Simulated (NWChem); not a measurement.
# CH4BFO2; SMILES B(F)(O)OC

```xyz
9

B     -0.0237     0.5115    -0.0001
F     -0.7397     1.6393     0.0002
O      1.3328     0.5697    -0.0001
H      1.6584     1.4748    -0.0003
O     -0.6969    -0.6519    -0.0004
C     -0.0507    -1.8990     0.0003
H     -0.3509    -2.4664     0.8951
H     -0.3607    -2.4720    -0.8876
H      1.0452    -1.7967    -0.0060
```
Atoms are numbered in this order, from 1.

Geometry: optimised at PBE0/def2-SVP.

**Question.** List the 4 lowest vertical singlet excitations from BHandHLYP/6-31G* (spherical d), full TDDFT (NWChem).

**Answer.** 
```tsv
state	energy (eV)	oscillator strength	leading excitation (squared amplitude)
S1	9.91	0.009	HOMO → LUMO (0.65)
S2	10.74	0.256	HOMO → LUMO+1 (0.89)
S3	10.77	0.001	HOMO−2 → LUMO (0.40)
S4	10.84	0.002	HOMO−1 → LUMO+1 (0.94)
```
